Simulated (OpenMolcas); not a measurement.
**Pt: effect of the IPEA shift**

```json
{
  "Program": "OpenMolcas",
  "Basis": "ANO-RCC-VTZP [8s7p5d3f1g]",
  "Scalar Hamiltonian": "DKH2, point nucleus",
  "Active space": "10 electrons in 11 orbitals (5d 6s 6d)",
  "State averaging": "2S+1 = 3 even, 15 roots; 2S+1 = 1 even, 11 roots kept (CI in the orbitals of an earlier block)",
  "Spin-orbit coupling": "RASSI with atomic mean-field integrals over the reference wave functions, term energies averaged over their components"
}
```

Methods on the same reference wave functions:
A. CASSCF
B. MS-CASPT2, IPEA 0 Eh, imaginary shift 0.1 Eh (closed shells correlated: 5s 5p)
C. MS-CASPT2, IPEA 0.25 Eh, imaginary shift 0.1 Eh (closed shells correlated: 5s 5p)

Energies in cm-1 above 5d9 6s 3D3, the measured ground level; measured values from NIST Handbook of Basic Atomic Spectroscopic Data.

| Level | A | B | C | Measured |
| --- | --- | --- | --- | --- |
| 5d9 6s 3D3 | 0.0 | 0.0 | 0.0 | 0.0 |
| 5d8 6s2 3F4 | 4186 | 595 | 970 | 824 |
| 5d10 1S0 | 8405 | 8470 | 7490 | 6140 |
| 5d9 6s 3D1 | 10330 | 10330 | 10330 | 10132 |
| 5d8 6s2 3F3 | 12823 | 9230 | 9610 | 10117 |

Deviations, from unrounded energies. A percentage is the sum of absolute deviations over the sum of measured energies, with the sign that they share, or ± where signs differ.

| Against measurement | Levels | A | B | C |
| --- | --- | --- | --- | --- |
| mean absolute deviation (cm-1) | 4 | 2100 | 910 | 550 |
| fine structure of the ground term (%) | 1 | +2.0 | +2.0 | +2.0 |
| other configurations (%) | 3 | +48.8 | ±20.2 | ±11.7 |

C lies closest to measurement on these levels and A furthest from it. The largest miss of C in the table is 5d10 1S0, by +1300 cm-1. The ranking rests on the paired levels alone, and a cruder setting can come out closer through cancelling errors.

Between B and C the level of the table that moves most is 5d10 1S0, by 990 cm-1 (lowest in C, highest in B). Moves below CASPT2's spread within the term are not significant.

The mean deviations of B to C differ by less than CASPT2's widest spread within a term (1200 cm-1), so their order carries little weight.

The lowest spin-free term lies below A's lowest term by 0.499 hartree in B, 0.492 hartree in C.

Term energies are means over components that CASPT2 splits; among the terms shown or strongly mixed into the levels shown the widest spread is 1200 cm-1 (5d8 6s2 3F, B). Terms from blocks run as CI alone lack orbitals of their own. Active for correlation alone: 6d; no level in the range computed is led by a configuration that fills it, so any true level of that kind is missing. Without dynamic correlation excited terms often stand tens of per cent too high (terms of higher spin than the ground term too low), and those without a measured partner can miss by more than the paired ones (holds for A). The CASPT2 spread within a term exceeds the gap to the next term for 5d8 6s2 3F and 5d10 1S, so the order of their levels is uncertain (holds for C). Computed and measured levels are paired by configuration, term and J; levels that our copy of the source lacks, or whose pairing is in doubt (as where it misses far off the trend of its configuration), stay unpaired and out of the deviations. Levels of configurations outside the active space are missing. The table leaves out levels that lie high or whose names do not pair safely across all columns.
